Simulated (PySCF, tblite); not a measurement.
A set of runs on `Cc1cnc(Br)cp1`; the geometry of each is named by its level. Settings lines and outputs come from a driver script.

C5H5BrNP.
Atom-mapped SMILES: `[CH3:1][c:2]1[cH:3][n:4][c:5]([Br:6])[cH:7][p:8]1` (hydrogens: H9, H10, H11 on C1; H12 on C3; H13 on C7)

Step 1: GFN2-xTB geometry optimisation, gas phase (tblite 0.8.0) (from a force-field or distance-geometry start)
```json
{"job": {"kind": "relax", "xc": "GFN2-xTB", "basis": "xTB"}, "charge": 0, "multiplicity": 1}
```
```
step      E/eV     max force
  0    -618.70200    2.899
  1    -618.97346    1.469
  2    -619.05236    0.686
...
 18    -619.11280    0.030
 19    -619.11289    0.031
 20    -619.11298    0.025
 21    -619.11303    0.016
 22    -619.11305    0.008
```

Energy lowered by 9.5 kcal/mol over 22 steps; largest atomic force 0.008 eV/Å at the end. «max force» is the largest atomic force in eV/Å.

The run took 0.13 s wall on an Intel Xeon 6975P-C with one thread, shared host with 192 logical CPUs at a one-minute load of 34.

Step 2: GFN2-xTB harmonic vibrations, gas phase (tblite 0.8.0) (on the GFN2-xTB geometry)
```json
{"job": {"kind": "ir", "xc": "GFN2-xTB", "basis": "xTB"}, "charge": 0, "multiplicity": 1}
```
```
(table of modes left out)
```

33 modes from 45 to 3061 cm⁻¹ (unscaled, harmonic); zero-point energy 54.5 kcal/mol; all wavenumbers are real at this level.

The run took 0.38 s on Intel Xeon 6975P-C, one thread, no GPU (shared host).

Step 3: TDDFT B3LYP/def2-SVPD, vertical, gas phase, core orbitals frozen in the response (PySCF 2.14.0, density-fitted response routines) (on the GFN2-xTB geometry)
```json
{"job": {"kind": "uv", "xc": "B3LYP", "basis": "def2-SVPD", "nstates": 8, "ntriplets": 3}, "charge": 0, "multiplicity": 1}
```
```
...
Static polarisability (au): isotropic 114.701, principal 70.367 110.537 163.199
Singlet excitations
state   eV       nm        f      main configurations
  1   4.0041    309.6   0.00517   H-1->L 0.97
  2   4.1223    300.8   0.03125   H->L 0.92
  3   4.5157    274.6   0.00531   H-2->L 0.97
  4   4.7563    260.7   0.00018   H-1->L+1 0.96
  5   5.0915    243.5   0.05755   H->L+1 0.67, H-3->L 0.26
  6   5.2942    234.2   0.00459   H-4->L 0.92
  7   5.3264    232.8   0.00015   H-2->L+1 0.90
  8   5.3770    230.6   0.05888   H-5->L 0.49, H-3->L 0.27, H-3->L+1 0.16
Triplet excitations (Tamm-Dancoff, eV): 3.2828 3.4526 3.6118
```

HOMO -7.24 eV, LUMO -2.48 eV; lowest singlet 4.00 eV; lowest triplet 3.28 eV (Tamm–Dancoff); mean polarisability 114.7 au.

The run took 79 s wall on one thread of an Arm Neoverse N1, no GPU, shared host with 64 logical CPUs at a one-minute load of 49, and the process peaked at 1.0 GiB of memory.

Geometry of the electronic-property runs (GFN2-xTB):
```
atom  x, y, z in Å
C1    -2.2035   -0.2284   -0.3743
C2    -0.7180   -0.1264   -0.1954
C3    -0.2115    0.6241    0.8529
N4     1.0595    0.8152    1.1496
C5     2.0046    0.2713    0.4259
Br6    3.7828    0.6786    1.0343
C7     1.8672   -0.5313   -0.6841
P8     0.3169   -0.9678   -1.3274
H9    -2.4481   -0.8471   -1.2355
H10   -2.6388    0.7599   -0.5198
H11   -2.6649   -0.6646    0.5113
H12   -0.9017    1.1253    1.5245
H13    2.7513   -0.9083   -1.1797
```

 (This holds for the electronic-property runs.)
